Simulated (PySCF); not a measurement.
## Ionising GeSb

PBE0; PySCF, scalar-relativistic core potentials, basis sets Ge cc-pVDZ-PP with ECP10, Sb cc-pVDZ-PP with ECP28. Neutral (UKS): doublet (π ↑), Re = 2.450 Å, ωe = 289 cm⁻¹, De = 2.53 eV, HOMO -5.85 eV, LUMO -4.13 eV.

GeSb⁺ (UKS): triplet (π ↑↑), Re = 2.605 Å, ωe = 239 cm⁻¹, De = 2.67 eV to Ge⁺ + Sb. The energies at the minima are -534.78923 hartree for GeSb and -534.50501 for GeSb⁺.

(1) Work out the adiabatic ionisation energy, without and with harmonic zero-point energies (1 hartree = 27.2114 eV, 1 eV = 8065.5 cm⁻¹), and the change of the bond length.

Spin–orbit coupling is left out, which matters for elements this heavy, above all for dissociation energies. For an ion De counts to the pair picked by the measured ionisation energies or electron affinities, which need not be the lowest pair at this level. States were picked by a PBE0 search and need not be the measured ground states.

Results:

(1) At PBE0: 0.28422 hartree = 7.734 eV between the minima; the zero-point term (239.0 − 289.0)/2 cm⁻¹ = -0.003 eV makes it 7.731 eV. Re changes by +15.5 pm against the neutral. The electron leaves a π orbital, and the longer bond of the ion fits a bonding orbital, or a change in how ionic the bond is.
